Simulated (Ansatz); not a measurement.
Total energies of [TaO2(OH)2]- (TaO4H2⁻) from Ansatz at PBE0-D4/def2-TZVPD, gas phase (1 Eh = 27.2114 eV = 2625.5 kJ/mol). The reference geometry is relaxed at PBE-D4/def2-SVPD.

| state | geometry | energy (Eh) |
| --- | --- | --- |
| charge -1 singlet | reference | -359.23471 |
| charge 0 doublet | reference | -359.07359 |
| charge 0 doublet | relaxed at PBE-D4/def2-SVPD | -359.08735 |

In the def2 sets Ta takes a core potential; there is no spin–orbit coupling.

(1) Work out the vertical ionisation energy to the doublet.

(2) How much does the charge 0 doublet relax, and what is the adiabatic ionisation energy?

(1) E(charge 0 doublet) − E(charge -1 singlet) = -359.07359 − (-359.23471) = 0.16112 Eh = 4.38 eV. For comparison, −ε of the highest occupied level is 2.46 eV at this level, 1.92 eV less.

(2) Relaxation: -359.07359 − (-359.08735) = 0.01376 Eh = 0.37 eV. Adiabatic ionisation energy: 0.14736 Eh = 4.01 eV, without zero-point energy.
